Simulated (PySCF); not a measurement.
**A small calculation by hand: chemical shift, span and skew from a shielding tensor**

Al(F)(H)(SH) (AlFH2S), SMILES [AlH]([F])[SH]. Atoms are numbered in the order given.

```xyz
5

Al    -0.5104     0.5898     0.0000
F      0.6086     1.8040     0.0000
H     -2.0371     0.9375     0.0000
S      0.2606    -1.4303     0.0000
H     -0.9740    -1.9556     0.0000
```
Charge 0, spin multiplicity 1.

Geometry optimised at ωB97X-D3(BJ)/def2-TZVP. One conformer was computed; it need not be the lowest.

GIAO shieldings from PBE0/pcSseg-2 (PySCF), non-relativistic, no solvent. The symmetric part of the tensor of F2 has the principal values 240.8, 344.3, 387.3 ppm. The same nucleus in CFCl3 has σ = 165.8 ppm at this level (PySCF, at its B3LYP-D3(BJ)/def2-TZVP geometry).

Work out the isotropic shielding, the ¹⁹F shift against CFCl3, the span and the skew.


σ(iso) = (σ11 + σ22 + σ33)/3 = 324.1 ppm. δ = σ(ref) − σ(iso) = 165.8 − (324.1) = -158.3 ppm.
Span Ω = σ33 − σ11 = 146.5 ppm. Skew κ = 3(σ(iso) − σ22)/Ω = -0.41. Tumbling in solution averages the tensor to δ; in a static solid the shielding alone would spread this spin-1/2 line over Ω.
